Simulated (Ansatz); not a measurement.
`F/C=C/C(F)=C(F)F`, relaxed with RKS PBE-D4/def2-SVP in Ansatz 0.2.0 from a rough embedded geometry. The force threshold is 0.03 eV/Å; the program also tests the step.

Total charge 0; spin multiplicity 1.

Start:

```xyz
10

F    -2.837    0.844   -0.401
C    -1.652    0.314   -0.726
C    -0.652    0.355    0.132
C     0.660   -0.361   -0.137
F     0.778   -0.909   -1.325
C     1.678   -0.286    0.723
F     2.835   -0.919    0.394
F     1.576    0.276    1.921
H    -1.625   -0.134   -1.693
H    -0.760    0.821    1.112
```

(1) By how much does the energy fall, and how many steps does the optimiser take? (An estimate is asked.)

(2) Which bonds change most? (An estimate is asked.)

(3) Give the relaxed structure. (Best estimate.)

## Answers

(1) The calculation gave: 0.31 eV, in 4 steps.

(2) The calculation gave: C3–C4 from 1.519 to 1.444 Å; C6–F7 from 1.360 to 1.320 Å; C4–F5 from 1.314 to 1.351 Å; C2–H9 from 1.067 to 1.102 Å.

(3) Computed: 
```xyz
10

F    -2.847    0.887   -0.437
C    -1.675    0.308   -0.725
C    -0.648    0.317    0.152
C     0.626   -0.302   -0.133
F     0.772   -0.911   -1.331
C     1.686   -0.316    0.713
F     2.846   -0.885    0.443
F     1.659    0.250    1.913
H    -1.648   -0.160   -1.722
H    -0.772    0.811    1.127
```
